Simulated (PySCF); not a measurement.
WOF3, SMILES [O]=[W+]([F])([F])[F], charge +1, multiplicity 1. The structure is a stationary point at PBE-D3(BJ)/def2-SVP. The spin state was assumed, not searched. The isomer is the one that the SMILES or the coordinates give; other isomers of the formula were not compared. The def2 effective core potentials stand for the cores of W; spin–orbit coupling is left out.

These are PBE-D3(BJ)/def2-SVP (PySCF 2.14.0) values and carry that method's errors.

Harmonic wavenumbers (cm⁻¹): 176, 176, 204, 290, 290, 764, 779, 779, 1074. Rotational constants (GHz): 3.478, 3.478, 2.885; symmetry number 3.

**Question.** Work out the zero-point energy and the ideal-gas rigid-rotor harmonic-oscillator thermochemistry at 298.15 K and 1 atm.

**Answer.** ZPE = ½ Σ hcν = ½ × 4530 cm⁻¹ = 27.10 kJ/mol. H − E(el) = 44.64 kJ/mol. Entropy in J/(mol K): translation 177.94, rotation 102.26, vibration 44.12, total 324.33. G − E(el) = -52.06 kJ/mol. Cp = 80.76 J/(mol K).
